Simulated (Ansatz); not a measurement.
A nudged elastic band was laid between two geometries of AlClF$_{2}$H$_{2}$ (6 atoms, charge 0, multiplicity 1).

Theory: Ansatz 0.2.0, RKS B3LYP-D4/def2-SVP.

```
movable images  : 5
climbing image  : yes
spring          : 5.0 eV/Å²
optimiser       : quadratic models (default)
start path      : through a guess of the saddle point
force threshold : 0.05 eV/Å
iteration limit : 60
end points      : relaxed
```

First end point:

```xyz
6
Properties=species:S:1:pos:R:3
Al 0.002 0.144 0.050
H -0.004 0.758 1.494
F 1.415 0.087 -0.828
F -1.419 0.009 -0.807
Cl 0.077 -2.357 0.903
H 0.077 -2.022 2.155
```

Last end point:

```xyz
6
Properties=species:S:1:pos:R:3
Al 0.024 -0.672 -0.179
H 0.005 0.264 1.866
F 1.421 0.148 -0.505
F -1.419 0.077 -0.479
Cl 0.080 -2.715 0.229
H 0.038 -0.483 2.036
```

Problem. Which bonds break or form, and what moves?

Solution. Bonds broken: Al1–H2, Cl5–H6. Bonds formed: Al1–Cl5, H2–H6. AlClF2H2 becomes AlClF2 + H2.

Problem. What energy profile does the band end with?

Solution. The forces met the threshold. The highest image is number 3 of 0 to 6, 0.31 eV above the first end and 1.39 eV above the last; the last end lies 1.08 eV below the first. A vibrational analysis at the climbing image gives one clearly imaginary mode, 724i cm⁻¹: a first-order saddle point. The orbitals stay closed-shell, which can raise the energy where a bond breaks towards radicals; this wasn't checked here.

```json
{"image": "0", "path coordinate (Å)": "0.00", "energy (eV)": "0.00", "Al1–H2 (Å)": "1.57", "Cl5–H6 (Å)": "1.30", "Al1–Cl5 (Å)": "2.64"}
{"image": "1", "path coordinate (Å)": "0.41", "energy (eV)": "0.04", "Al1–H2 (Å)": "1.57", "Cl5–H6 (Å)": "1.30", "Al1–Cl5 (Å)": "2.61"}
{"image": "2", "path coordinate (Å)": "0.83", "energy (eV)": "0.16", "Al1–H2 (Å)": "1.59", "Cl5–H6 (Å)": "1.32", "Al1–Cl5 (Å)": "2.56"}
{"image": "3", "path coordinate (Å)": "1.24", "energy (eV)": "0.31", "Al1–H2 (Å)": "1.65", "Cl5–H6 (Å)": "1.45", "Al1–Cl5 (Å)": "2.39"}
{"image": "4", "path coordinate (Å)": "1.70", "energy (eV)": "-0.36", "Al1–H2 (Å)": "1.84", "Cl5–H6 (Å)": "1.87", "Al1–Cl5 (Å)": "2.20"}
{"image": "5", "path coordinate (Å)": "2.15", "energy (eV)": "-0.97", "Al1–H2 (Å)": "2.09", "Cl5–H6 (Å)": "2.36", "Al1–Cl5 (Å)": "2.10"}
{"image": "6", "path coordinate (Å)": "2.61", "energy (eV)": "-1.08", "Al1–H2 (Å)": "2.25", "Cl5–H6 (Å)": "2.87", "Al1–Cl5 (Å)": "2.08"}
```

Problem. What is the geometry of the highest image?

Solution. 
```xyz
6
Properties=species:S:1:pos:R:3
Al 0.011 -0.165 0.059
H 0.016 0.122 1.681
F 1.439 0.139 -0.725
F -1.443 0.064 -0.702
Cl 0.076 -2.383 0.939
H 0.050 -1.158 1.715
```

Problem. What are the harmonic wavenumbers there?

Solution. 724i, 131, 190, 272, 452, 513, 777, 933, 990, 1050, 1509, 1858 cm⁻¹.

The band took 18 iterations and about 3 core-minutes.

Time of the run: 3 min on 1 thread of Arm Neoverse V2 (shared host), peak memory 0.14 GiB.
